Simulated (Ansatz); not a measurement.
Born–Oppenheimer molecular dynamics of H7PSn (9 atoms, charge 0, multiplicity 1). It starts at the highest image of a converged band. Of that band: Neighbouring images differ by up to 3.0 eV, so the band resolves the path poorly. A vibrational analysis at the climbing image gives one clearly imaginary mode, 1804i cm⁻¹: a first-order saddle point.

These are results of Ansatz 0.2.0, RKS BHLYP-D4/def2-SVP, not measurements.

```
ensemble                      : NVE (velocity Verlet)
time step                     : 0.5 fs
steps asked                   : 200
starting velocities drawn for : 100 K
seed                          : 4237
```

Frames 0.5 fs apart, positions in Å, forces in eV/Å.

Velocities at 90 fs (Å/ps):

```
Sn 2.33 0.59 -0.86
H 43.00 -40.33 109.02
H 23.50 -1.79 -23.04
H -35.91 -29.07 -27.96
H -36.19 30.97 -26.46
P -9.13 0.30 -1.82
H -30.86 20.55 11.58
H -20.37 -8.18 2.54
H 63.18 -50.62 111.69
```

```xyz
9
Properties=species:S:1:pos:R:3:forces:R:3 time_fs=90 energy_less_start_eV=-2.353 T=2701
Sn -0.285 0.107 -0.199 2.79 1.00 -2.12
H 3.282 -3.697 8.604 -0.90 0.81 0.06
H 1.092 -0.147 0.811 -0.38 0.14 -0.13
H -0.242 1.523 -1.258 0.20 0.07 0.99
H -0.176 -0.753 -1.659 0.07 -0.89 0.14
P -2.493 0.000 0.480 -2.60 -0.02 1.06
H -2.349 -1.179 1.222 -0.10 -0.42 0.13
H -2.387 0.799 1.645 0.01 0.13 -0.07
H 2.698 -3.168 8.646 0.90 -0.81 -0.06
9
Properties=species:S:1:pos:R:3:forces:R:3 time_fs=90.5 energy_less_start_eV=-2.342 T=2688
Sn -0.284 0.107 -0.199 2.66 0.92 -2.10
H 3.303 -3.717 8.659 -0.58 0.53 0.04
H 1.103 -0.148 0.799 -0.41 0.14 -0.15
H -0.260 1.508 -1.271 0.23 0.16 0.99
H -0.194 -0.739 -1.672 0.09 -0.92 0.17
P -2.497 0.001 0.479 -2.52 0.08 0.98
H -2.365 -1.169 1.228 -0.08 -0.56 0.17
H -2.397 0.795 1.646 0.02 0.18 -0.06
H 2.731 -3.194 8.702 0.58 -0.53 -0.04
9
Properties=species:S:1:pos:R:3:forces:R:3 time_fs=91 energy_less_start_eV=-2.327 T=2671
Sn -0.283 0.107 -0.200 2.53 0.82 -2.10
H 3.322 -3.735 8.714 -0.14 0.13 0.01
H 1.113 -0.148 0.787 -0.42 0.15 -0.16
H -0.277 1.494 -1.282 0.26 0.26 0.98
H -0.211 -0.727 -1.685 0.11 -0.94 0.22
P -2.502 0.001 0.478 -2.43 0.15 0.92
H -2.381 -1.161 1.234 -0.06 -0.66 0.20
H -2.407 0.792 1.647 0.02 0.22 -0.06
H 2.765 -3.222 8.758 0.14 -0.13 -0.01
9
Properties=species:S:1:pos:R:3:forces:R:3 time_fs=91.5 energy_less_start_eV=-2.304 T=2646
Sn -0.281 0.108 -0.200 2.38 0.72 -2.09
H 3.341 -3.752 8.768 0.38 -0.35 -0.03
H 1.123 -0.148 0.774 -0.43 0.15 -0.17
H -0.293 1.481 -1.290 0.28 0.35 0.96
H -0.229 -0.717 -1.697 0.12 -0.95 0.27
P -2.507 0.001 0.478 -2.33 0.19 0.88
H -2.397 -1.154 1.241 -0.05 -0.73 0.21
H -2.417 0.789 1.648 0.03 0.26 -0.06
H 2.799 -3.250 8.813 -0.38 0.35 0.03
9
Properties=species:S:1:pos:R:3:forces:R:3 time_fs=92 energy_less_start_eV=-2.274 T=2614
Sn -0.280 0.108 -0.201 2.23 0.61 -2.10
H 3.360 -3.771 8.823 0.87 -0.81 -0.08
H 1.131 -0.148 0.762 -0.43 0.15 -0.16
H -0.309 1.468 -1.296 0.30 0.45 0.93
H -0.246 -0.709 -1.708 0.14 -0.94 0.34
P -2.513 0.001 0.477 -2.23 0.19 0.86
H -2.413 -1.149 1.248 -0.04 -0.76 0.20
H -2.427 0.786 1.649 0.03 0.29 -0.06
H 2.833 -3.277 8.869 -0.87 0.81 0.08
9
Properties=species:S:1:pos:R:3:forces:R:3 time_fs=92.5 energy_less_start_eV=-2.248 T=2586
Sn -0.279 0.108 -0.201 2.06 0.50 -2.11
H 3.382 -3.791 8.877 1.20 -1.14 -0.11
H 1.138 -0.147 0.748 -0.41 0.14 -0.15
H -0.325 1.457 -1.299 0.32 0.55 0.89
H -0.263 -0.703 -1.719 0.15 -0.93 0.41
P -2.518 0.001 0.477 -2.13 0.16 0.86
H -2.429 -1.145 1.256 -0.03 -0.74 0.16
H -2.437 0.785 1.650 0.03 0.32 -0.06
H 2.864 -3.302 8.925 -1.20 1.14 0.11
9
Properties=species:S:1:pos:R:3:forces:R:3 time_fs=93 energy_less_start_eV=-2.237 T=2574
Sn -0.277 0.109 -0.202 1.89 0.38 -2.12
H 3.406 -3.814 8.932 1.27 -1.21 -0.12
H 1.145 -0.146 0.735 -0.39 0.13 -0.13
H -0.339 1.446 -1.300 0.33 0.64 0.84
H -0.280 -0.700 -1.729 0.17 -0.91 0.48
P -2.523 0.001 0.476 -2.02 0.10 0.90
H -2.445 -1.144 1.264 -0.02 -0.69 0.10
H -2.447 0.784 1.650 0.04 0.34 -0.07
H 2.893 -3.324 8.981 -1.27 1.21 0.12
9
Properties=species:S:1:pos:R:3:forces:R:3 time_fs=93.5 energy_less_start_eV=-2.245 T=2581
Sn -0.276 0.109 -0.203 1.70 0.27 -2.13
H 3.434 -3.840 8.986 1.05 -1.01 -0.11
H 1.150 -0.145 0.721 -0.35 0.12 -0.10
H -0.352 1.438 -1.300 0.35 0.73 0.79
H -0.296 -0.699 -1.737 0.19 -0.88 0.55
P -2.529 0.002 0.476 -1.92 0.02 0.95
H -2.461 -1.144 1.272 -0.01 -0.60 0.02
H -2.457 0.784 1.651 0.04 0.35 -0.08
H 2.918 -3.344 9.038 -1.05 1.01 0.11
9
Properties=species:S:1:pos:R:3:forces:R:3 time_fs=94 energy_less_start_eV=-2.261 T=2598
Sn -0.274 0.110 -0.203 1.51 0.15 -2.15
H 3.464 -3.869 9.039 0.62 -0.60 -0.07
H 1.154 -0.143 0.707 -0.30 0.11 -0.06
H -0.365 1.431 -1.297 0.36 0.81 0.73
H -0.311 -0.700 -1.744 0.21 -0.85 0.61
P -2.535 0.002 0.475 -1.81 -0.08 1.02
H -2.477 -1.146 1.281 -0.01 -0.49 -0.07
H -2.466 0.784 1.651 0.04 0.35 -0.09
H 2.941 -3.361 9.094 -0.62 0.60 0.07
9
Properties=species:S:1:pos:R:3:forces:R:3 time_fs=94.5 energy_less_start_eV=-2.274 T=2612
Sn -0.273 0.110 -0.204 1.31 0.05 -2.16
H 3.496 -3.899 9.093 0.11 -0.11 -0.01
H 1.158 -0.141 0.693 -0.25 0.10 -0.02
H -0.377 1.426 -1.293 0.37 0.87 0.68
H -0.327 -0.703 -1.750 0.23 -0.81 0.67
P -2.541 0.002 0.475 -1.70 -0.20 1.10
H -2.493 -1.148 1.289 0.00 -0.36 -0.16
H -2.476 0.786 1.651 0.05 0.35 -0.11
H 2.962 -3.376 9.151 -0.11 0.11 0.01
9
Properties=species:S:1:pos:R:3:forces:R:3 time_fs=95 energy_less_start_eV=-2.278 T=2617
Sn -0.271 0.110 -0.205 1.11 -0.05 -2.17
H 3.528 -3.929 9.146 -0.36 0.35 0.04
H 1.161 -0.139 0.678 -0.18 0.08 0.03
H -0.388 1.423 -1.287 0.37 0.93 0.62
H -0.341 -0.708 -1.754 0.24 -0.77 0.73
P -2.547 0.002 0.475 -1.60 -0.31 1.18
H -2.510 -1.152 1.297 0.01 -0.23 -0.26
H -2.485 0.788 1.650 0.05 0.34 -0.12
H 2.984 -3.391 9.208 0.36 -0.35 -0.04
9
Properties=species:S:1:pos:R:3:forces:R:3 time_fs=95.5 energy_less_start_eV=-2.276 T=2616
Sn -0.270 0.111 -0.206 0.90 -0.14 -2.19
H 3.559 -3.958 9.200 -0.72 0.72 0.08
H 1.164 -0.137 0.664 -0.12 0.07 0.08
H -0.398 1.422 -1.280 0.38 0.97 0.57
H -0.355 -0.715 -1.757 0.26 -0.72 0.77
P -2.554 0.002 0.475 -1.50 -0.41 1.27
H -2.526 -1.156 1.305 0.02 -0.09 -0.35
H -2.495 0.792 1.649 0.05 0.32 -0.14
H 3.006 -3.408 9.265 0.72 -0.72 -0.08
```

Of the whole run (100 fs, mean temperature of the second half 2768 K): The conserved energy stayed within 0.15 meV per atom of its start (net change 0.065 meV per atom), so the integration is sound. The kinetic energy rose, since the run started high on the potential surface and went downhill. It ends in pieces (H2 + H5PSn), so much of that is their flight and rotation, not heat. A run of 0.1 ps of so small a system gives no equilibrium averages. The orbitals stay closed-shell, which can raise the energy where a bond breaks towards radicals; this wasn't checked here.

Time of the run: 5.3 min on 1 thread of Intel(R) Xeon(R) 6975P-C (Granite Rapids), with other jobs on the host, peak memory 0.2 GiB.
